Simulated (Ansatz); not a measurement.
Geometry optimisation, RKS B3LYP-D4/6-31G* in Ansatz.

Input file:

```yaml
crystal:
  periodic: [false, false, false]
  atoms:
    - { symbol: B, position_ang: [0.0, 0.0, 0.0] }
    - { symbol: H, position_ang: [0.0, 0.0, 1.54] }
    - { symbol: Cl, position_ang: [1.6108, 0.0, -0.93] }
    - { symbol: Cl, position_ang: [-1.6108, 0.0, -0.93] }
    - { symbol: P, position_ang: [0.0924, -2.0952, 0.6969] }
    - { symbol: H, position_ang: [-0.6759, -2.9172, -0.1694] }
    - { symbol: H, position_ang: [1.442, -2.5368, 0.6936] }
    - { symbol: H, position_ang: [0.0385, -0.8732, 1.6712] }
basis:
  gaussian: { orbitals: "6-31G*" }
hamiltonian:
  xc: b3lyp
  dispersion: d4
relax:
  f_tol: 0.15
  max_steps: 25
  restrain:
    - { distance: [0, 4], at: 1.91, k: 30.0 }
    - { distance: [7, 1], at: 0.66, k: 30.0 }
    - { distance: [0, 1], at: 2.39, k: 30.0 }
    - { distance: [7, 4], at: 2.62, k: 30.0 }
```

Command:

```bash
$ ansatz run input.yaml --threads 2 --pin off --max-ram 3072MiB --backend cpu --events-out ev --progress --plain --runs-dir out
```

Where does it end, and by what steps?

The forces met the threshold. The restraints hold the end off the free minimum. After 8 steps the energy has fallen by 3.610 eV (the restraints' own energy left out); H8 moved furthest, 0.83 Å. Parted: P5–H8 (1.56 → 2.63 Å).

| step | energy less start (eV) | largest force component (eV/Å) | accepted |
| --- | --- | --- | --- |
| 0 | 0.0000 | 3.867 | yes |
| 1 | -0.4563 | 4.269 | yes |
| 2 | -1.1594 | 4.502 | yes |
| 3 | -2.2327 | 3.128 | yes |
| 4 | -3.2213 | 1.379 | yes |
| 5 | -3.5609 | 1.020 | yes |
| 6 | -3.5874 | 1.004 | yes |
| 7 | -3.6070 | 1.182 | yes |
| 8 | -3.6101 | 1.405 | yes |

```xyz
8
Properties=species:S:1:pos:R:3
B 0.061 -0.668 -0.348
H 0.069 0.388 1.812
Cl 1.515 0.288 -0.619
Cl -1.480 -0.033 -0.925
P 0.082 -2.326 0.612
H -0.673 -3.066 -0.339
H 1.360 -2.795 0.206
H -0.036 -0.211 2.174
```

Run time: 19 s on 2 threads of Arm Neoverse V2, with other jobs on the host, peak memory 0.16 GiB.
